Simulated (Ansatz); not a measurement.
The cluster Ge2S4⁻ (the lowest doublet isomer of a short search), 6 atoms. Hardware: 4 threads of Arm Neoverse V2 on a shared host.

Correlated methods freeze 38 core orbitals; core or outer-core shells of Ge are correlated, in sets that lack core-valence functions.

(1) How many basis functions does each of these Ansatz runs have, and roughly what does it cost? PBE0-D4/def2-TZVPD, charge -1 doublet, energy, from earlier orbitals; PBE-D4/def2-SVP, charge -1 doublet, energy with a search over starts; PBE-D4/def2-TZVPD, charge -1 doublet, energy and forces, from earlier orbitals; r2SCAN0-D4/def2-TZVPD, charge -1 doublet, energy, from earlier orbitals; HF/STO-3G, charge -1 doublet, energy; MP2/def2-TZVPD, charge -1 doublet, energy, from earlier orbitals; BLYP-D4/def2-TZVPD, charge -1 doublet, energy, from earlier orbitals; r2SCANh-D4/def2-TZVPD, charge -1 doublet, energy, from earlier orbitals; RPA@PBE/def2-TZVPD, charge -1 doublet, energy, from earlier orbitals; PBE-D4/def2-SVPD, charge -1 doublet, relaxation, 10 steps; r2SCAN-D4/def2-TZVPD, charge -1 doublet, energy, from earlier orbitals.

Results:

(1) Other jobs shared the machine, so times can vary by a factor of up to 3. A dash marks memory too small to be measured apart from the calling script's.

```
                                                                           run  functions  fitting or Cholesky vectors  wall time  peak host memory (GiB)
                                          HF/STO-3G, charge -1 doublet, energy         72                          747      1.4 s                       –
          PBE-D4/def2-SVP, charge -1 doublet, energy with a search over starts        136                         1522      6.5 s                       –
PBE-D4/def2-TZVPD, charge -1 doublet, energy and forces, from earlier orbitals        292                         1918       11 s                    0.78
          BLYP-D4/def2-TZVPD, charge -1 doublet, energy, from earlier orbitals        292                         1918       12 s                    0.78
          RPA@PBE/def2-TZVPD, charge -1 doublet, energy, from earlier orbitals        292                         1807       18 s                     1.1
              MP2/def2-TZVPD, charge -1 doublet, energy, from earlier orbitals        292                         1807       20 s                     1.4
          PBE0-D4/def2-TZVPD, charge -1 doublet, energy, from earlier orbitals        292                         1807       21 s                     1.5
        r2SCAN-D4/def2-TZVPD, charge -1 doublet, energy, from earlier orbitals        292                         1918       26 s                    0.87
       r2SCANh-D4/def2-TZVPD, charge -1 doublet, energy, from earlier orbitals        292                         1807       34 s                     1.6
       r2SCAN0-D4/def2-TZVPD, charge -1 doublet, energy, from earlier orbitals        292                         1807       35 s                     1.6
                     PBE-D4/def2-SVPD, charge -1 doublet, relaxation, 10 steps        184                         1898       36 s                       –
```
